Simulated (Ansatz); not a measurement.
Input for Ansatz (a program for electronic structure): U-CCSD(T)/cc-pVTZ on C2H3O (SMILES [CH2]C=O), 2S+1 = 2, atoms moved off the minimum.

Ansatz 0.2 input:
```yaml
crystal:
  periodic: [false, false, false]
  atoms:
    - {symbol: C, position_ang: [-1.16325244, 0.19218983, 0.01813644]}
    - {symbol: C, position_ang: [0.24854775, 0.37424765, -0.00596746]}
    - {symbol: O, position_ang: [1.04486536, -0.72444951, -0.08291798]}
    - {symbol: H, position_ang: [-1.60930777, -0.78127062, 0.05596763]}
    - {symbol: H, position_ang: [-1.84597897, 1.15580514, -0.00459087]}
    - {symbol: H, position_ang: [0.64889432, 1.39673817, 0.02283528]}
basis:
  gaussian:
    orbitals: cc-pVTZ
magnetization: {spin_polarized: true, initial_magnetization: 1}
correlation: {method: ccsd_t, electrons: outside_noble_gas}
scf: {omitted_lower_state_checks: [cluster_reference]}
output: {forces: true}
```

The log:

```
Functional definition: HF
[...]
these checks for a lower state are left out or cut short: cluster_reference
integrals: 0.40 GiB planned
765 factors; integrals over basis functions are off by at most 1.1e-3 eV
mean field: 0.31 GiB planned
mean field evaluation 1: about -4141.5223 eV, gradient 2.5e1 eV
mean field evaluation 2: about -4141.5253 eV, gradient 2.5e1 eV
mean field evaluation 4: about -4144.6388 eV, gradient 3.6e0 eV
mean field evaluation 8: about -4145.2783 eV, gradient 5.2e-1 eV
mean field evaluation 16: about -4145.2891 eV, gradient 2.7e-6 eV
mean field -4145.28910203 eV, -152.3365647218 hartree, gradient 2.7e-6 eV, S^2 1.050679; 3 other end points of the search recorded, 0 dependent functions left out
3 core orbitals not correlated
reference -4145.28910203 eV, -152.3365647218 hartree; 9, 8 occupied and 120, 121 virtual orbitals, 765 factors
densities: 1.48 GiB planned
second order -13.62769111 eV of doubles, -0.00000000 eV of singles
coupled cluster: 1.60 GiB planned
cycle   1  -14.03747879 eV  change   -4.1e-1 eV  update   1.1e-1
cycle   2  -14.54106980 eV  change   -5.0e-1 eV  update   4.6e-2
cycle   3  -14.75742079 eV  change   -2.2e-1 eV  update   3.7e-2
cycle   4  -14.79820711 eV  change   -4.1e-2 eV  update   1.9e-2
cycle   5  -14.80324575 eV  change   -5.0e-3 eV  update   7.6e-3
cycle   6  -14.81162587 eV  change   -8.4e-3 eV  update   4.3e-3
cycle   7  -14.81479828 eV  change   -3.2e-3 eV  update   2.7e-3
cycle   8  -14.81686822 eV  change   -2.1e-3 eV  update   1.7e-3
cycle   9  -14.81813495 eV  change   -1.3e-3 eV  update   7.0e-4
cycle  10  -14.81779784 eV  change    3.4e-4 eV  update   3.0e-4
cycle  11  -14.81801896 eV  change   -2.2e-4 eV  update   1.6e-4
cycle  12  -14.81805857 eV  change   -4.0e-5 eV  update   9.0e-5
cycle  13  -14.81804606 eV  change    1.3e-5 eV  update   6.3e-5
cycle  14  -14.81802656 eV  change    1.9e-5 eV  update   5.2e-5
cycle  15  -14.81795029 eV  change    7.6e-5 eV  update   4.3e-5
cycle  16  -14.81795408 eV  change   -3.8e-6 eV  update   3.3e-5
cycle  17  -14.81798192 eV  change   -2.8e-5 eV  update   1.9e-5
cycle  18  -14.81800137 eV  change   -1.9e-5 eV  update   7.6e-6
cycle  19  -14.81800574 eV  change   -4.4e-6 eV  update   2.8e-6
cycle  20  -14.81800294 eV  change    2.8e-6 eV  update   1.3e-6
cycle  21  -14.81800096 eV  change    2.0e-6 eV  update   6.8e-7
cycle  22  -14.81800000 eV  change    9.6e-7 eV  update   3.0e-7
coupled cluster: 1.61 GiB planned
perturbative correction -0.64392137 eV, -0.0236636738 hartree
the calculation of the forces begins
mean field evaluation 32: about -4145.2864 eV, gradient 6.5e-2 eV
Total energy: -4160.75102340 eV, -152.9047798518 hartree
Atom 0 at    -1.163252     0.192190     0.018136 Å, force    -0.221638     2.917627    -0.029144 eV/Å
Atom 1 at     0.248548     0.374248    -0.005967 Å, force     1.269382    -4.214482    -0.293297 eV/Å
Atom 2 at     1.044865    -0.724450    -0.082918 Å, force    -2.597412     4.207604     0.348147 eV/Å
Atom 3 at    -1.609308    -0.781271     0.055968 Å, force    -0.059056    -0.317141    -0.064578 eV/Å
Atom 4 at    -1.845979     1.155805    -0.004591 Å, force     1.393702    -2.200166     0.102184 eV/Å
Atom 5 at     0.648894     1.396738     0.022835 Å, force     0.215022    -0.393443    -0.063312 eV/Å
Dipole moment:    -0.454386     0.392158     0.032620 e Å
Checks for a lower state left out: cluster_reference
```

Self-consistency was reached. Its determinant has ⟨S²⟩ = 1.05, a mixture of spin states.

Cost: about 8 core-minutes (a rough figure).
